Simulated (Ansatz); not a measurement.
Cd(F)(Et) (C2H5CdF), SMILES C[CH2][Cd][F].

Coordinates come from a B3LYP-D3(BJ)/def2-SVP optimisation. The structure was generated by enumeration; whether it is a known compound was not checked. The def2 effective core potentials stand for the cores of Cd; spin–orbit coupling is left out. Other conformers were not sampled.

Two levels are set side by side: PBE/def2-SVPD (Ansatz, a program for electronic structure) and CAM-B3LYP/def2-SVPD (Ansatz). Energy differences of separate SCF runs at the same geometry; the states with an electron removed or added have multiplicity 2 and 2. Differences are taken from unrounded values.

```json
[
 {"quantity": "vertical ionisation energy (eV)", "CAM-B3LYP": "10.09"},
 {"quantity": "vertical singlet–triplet gap (eV)", "CAM-B3LYP": "4.99"}
]
```

**Question.** What does PBE give, and how far is it from CAM-B3LYP? (An estimate is asked for; the answer gives what the named calculation found.)

**Answer.** 
```json
[
 {"quantity": "vertical ionisation energy (eV)", "PBE": "9.87", "PBE minus CAM-B3LYP": "-0.22"},
 {"quantity": "vertical singlet–triplet gap (eV)", "PBE": "4.81", "PBE minus CAM-B3LYP": "-0.18"}
]
```
